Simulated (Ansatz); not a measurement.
Abridged output of a molecular run in Ansatz:

```
Functional definition: HF
3523 factors; integrals over basis functions are off by at most 1.0e-3 eV
mean field evaluation 1: about -31580.6482 eV, gradient 6.8e1 eV
mean field evaluation 2: about -31581.1229 eV, gradient 6.8e1 eV
mean field evaluation 4: about -31592.2830 eV, gradient 7.4e0 eV
mean field evaluation 8: about -31592.4873 eV, gradient 3.9e-1 eV
mean field evaluation 16: about -31592.4885 eV, gradient 1.9e-6 eV
mean field -31592.48849170 eV, -1161.0025379122 hartree, gradient 1.9e-6 eV, S^2 0.000000; 0 other end points of the search recorded, 0 dependent functions left out
14 core orbitals not correlated: weight in the atoms' cores, before any rotation towards them, 1.000 or more for the frozen orbitals, at most 0.000 for the correlated occupied ones
reference -31592.48849170 eV, -1161.0025379122 hartree; 34, 34 occupied and 547, 547 virtual orbitals, 3523 factors
second order -54.68880936 eV of doubles, -0.00000000 eV of singles
cycle   1  -55.57676783 eV  change   -8.9e-1 eV  update   1.8e-1
cycle   2  -56.81852739 eV  change    -1.2e0 eV  update   6.2e-2
cycle   3  -57.21962982 eV  change   -4.0e-1 eV  update   3.7e-2
cycle   4  -57.22654026 eV  change   -6.9e-3 eV  update   1.1e-2
cycle   5  -57.21405837 eV  change    1.2e-2 eV  update   6.2e-3
cycle   6  -57.21609167 eV  change   -2.0e-3 eV  update   2.4e-3
cycle   7  -57.21548339 eV  change    6.1e-4 eV  update   8.2e-4
cycle   8  -57.21517797 eV  change    3.1e-4 eV  update   2.6e-4
cycle   9  -57.21531090 eV  change   -1.3e-4 eV  update   1.3e-4
cycle  10  -57.21532585 eV  change   -1.5e-5 eV  update   4.9e-5
perturbative correction -2.39027589 eV, -0.0878410188 hartree
Total energy: -31652.09409344 eV, -1163.1930033741 hartree
```

Its atoms:

```xyz
28

C    -0.0631    3.0318   -0.3944
N     0.7143    1.8724   -0.0422
C     2.0716    2.2323    0.2755
Sc    0.0003    0.0010    0.0002
N     1.2626   -1.5545   -0.0350
C     2.6344   -1.4802   -0.4652
C     0.9142   -2.8923    0.3670
N    -1.9764   -0.3164    0.0774
C    -2.9439    0.6695    0.4831
C    -2.6132   -1.5610   -0.2660
H    -1.0883    2.7551   -0.6620
H    -0.1240    3.7622    0.4292
H     0.3619    3.5657   -1.2600
H     2.5910    2.7032   -0.5754
H     2.1232    2.9473    1.1127
H     2.6559    1.3540    0.5693
H     2.8913   -0.4687   -0.7967
H     2.8384   -2.1570   -1.3108
H     3.3409   -1.7530    0.3361
H     1.0175   -3.6182   -0.4565
H     1.5516   -3.2546    1.1899
H    -0.1214   -2.9432    0.7191
H    -3.6644    0.9048   -0.3176
H    -2.4572    1.6074    0.7704
H    -3.5342    0.3346    1.3516
H    -1.8797   -2.3024   -0.5999
H    -3.3421   -1.4392   -1.0837
H    -3.1614   -2.0004    0.5838
```

Question: Which basis set was used?
A. cc-pV(Q+d)Z
B. def2-QZVPP
C. cc-pV(D+d)Z
D. def2-TZVPP

Answer: D. It gives 595 functions.

Question: Write the keys of the input that set method, charge and spin (a neutral closed shell needs none for the last two).

Answer: 
```yaml
correlation: {method: ccsd_t}
```
